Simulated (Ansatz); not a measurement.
**How methods differ on KI (Potassium Iodide)**

The species is KI (2 atoms), meant as a singlet with charge 0. As SMILES, `[K][I]`. The bond length is the measured one.

```xyz
2

K     0.0000    0.0000    0.0000
I     0.0000    0.0000    3.0478
```

Each level gives the energy change with the K1–I2 bond stretched from 3.048 to 3.810 Å (eV). The values are calculated.

```csv
level,kind,program,value (eV),less FCI/STO-3G,CPU time (all runs)
HF/STO-3G (restricted),Hartree–Fock,Ansatz,1.31,+0.06,1 s
B2PLYP/STO-3G (restricted),double hybrid,Ansatz,1.18,-0.07,7.5 s
RPA@PBE/STO-3G (restricted),RPA,Ansatz,1.00,-0.25,6.4 s
MP2/STO-3G (restricted),perturbation theory,Ansatz,1.29,+0.04,1.3 s
CCSD/STO-3G (restricted),coupled cluster or CI,Ansatz,1.25,0.00,1.5 s
CCSDT(Q)/STO-3G (restricted),coupled cluster or CI,Ansatz,1.25,0.00,4 s
CCSDTQ/STO-3G (restricted),coupled cluster or CI,Ansatz,1.25,0.00,2.3 min
FCI/STO-3G,exact in the basis,Ansatz,1.25,0.00,13 s
```

FCI/STO-3G is exact within its basis and frozen core, so for wave-function methods in that basis the difference is their error; functionals converge differently with the basis, so for them it is only a difference. All-electron rows without a relativistic Hamiltonian named are non-relativistic. The first shape isn't each level's own minimum. The values span 1.00 to 1.31 eV. All rows use very small basis sets, so none should be taken for the real molecule's value. In the correlated wave-function rows the outer d shell of I is correlated, in sets not made for it. Times are those of the runs behind each value, whatever else they computed, on shared processors of several kinds: orders of magnitude only.
